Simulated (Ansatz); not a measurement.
HgS2, relaxed as a triplet with UKS PBE0-D4/def2-TZVP in Ansatz, starting from the PBE0-D4/def2-TZVP geometry of the neutral singlet. Force threshold 0.02 eV/Å.

In the def2 sets Hg takes a core potential; there is no spin–orbit coupling. The structure comes from a short search, and lower isomers may exist.

Start:

| atom | x (Å) | y (Å) | z (Å) |
| --- | --- | --- | --- |
| Hg1 | 0.000 | 0.000 | 0.000 |
| S2 | -0.584 | 0.866 | 1.967 |
| S3 | 0.583 | -0.866 | -1.967 |

**Question.** Estimate the energy that the relaxation releases and the steps that it takes.

**Answer.** 0.27 eV, in 4 steps; 63 s on 2 threads of Arm Neoverse V2 on a shared host. No frequencies were taken in this run, so the end may be a saddle point.

**Question.** Does the start keep its bonding and symmetry?

**Answer.** By distances, no bond broke or formed. The bond that changes most is Hg1–S3, from 2.23 to 2.29 Å (atoms count from 1). Point group D∞h at the start, D∞h at the end, both within 0.05 Å.

**Question.** Predict the relaxed structure.

**Answer.** 
```xyz
3

Hg    0.000    0.000    0.000
S    -0.599    0.889    2.020
S     0.599   -0.889   -2.020
```
Bond lengths: 2 × Hg–S 2.29 Å.
